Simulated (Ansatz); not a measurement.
H2Al2Cl, SMILES `[AlH2][Al-][Cl]` (singlet; the order of the spin states depends on the level) (charge -1, multiplicity 1). This singlet lies 0.19 eV below the relaxed triplet at the level frozen-core CCSD(T)/aug-cc-pVDZ // PBE0-D3(BJ)/def2-TZVPD (Ansatz, a quantum-chemistry and plane-wave program); other levels give the other order.

Level of theory: B3LYP/aug-cc-pVTZ // PBE0-D3(BJ)/def2-TZVPD (Ansatz).

Ansatz 0.2 input:
```yaml
crystal:
  periodic: [false, false, false]
  atoms:
    - { symbol: Al, position_ang: [-0.929354, 0.06783, -0.307044] }
    - { symbol: Al, position_ang: [1.440077, -0.184876, 0.788924] }
    - { symbol: Cl, position_ang: [3.259886, 0.056938, -0.471558] }
    - { symbol: H, position_ang: [-1.913354, -1.249411, -0.254723] }
    - { symbol: H, position_ang: [-1.857256, 1.309521, 0.2444] }
basis:
  gaussian: { orbitals: aug-cc-pVTZ }
hamiltonian:
  xc: b3lyp
total_charge: -1
```

Output:

```
Functional definition: B3LYP
1200 factors; their error is unknown
mean field evaluation 1: about -25750.7586 eV, gradient 2.3e1 eV
mean field evaluation 2: about -25746.3162 eV, gradient 3.7e1 eV
mean field evaluation 4: about -25753.6434 eV, gradient 5.0e0 eV
mean field evaluation 8: about -25753.7563 eV, gradient 3.2e-2 eV
mean field evaluation 16: about -25753.7930 eV, gradient 3.3e-5 eV
mean field -25753.79300228 eV, -946.4344362858 hartree, gradient 3.3e-5 eV, S^2 0.000000; 0 other end points of the search recorded, 0 dependent functions left out
reference -25753.79328150 eV, -946.4344465469 hartree; 23, 23 occupied and 173, 173 virtual orbitals, 1200 factors
Total energy: -25753.79328150 eV, -946.4344465469 hartree
```
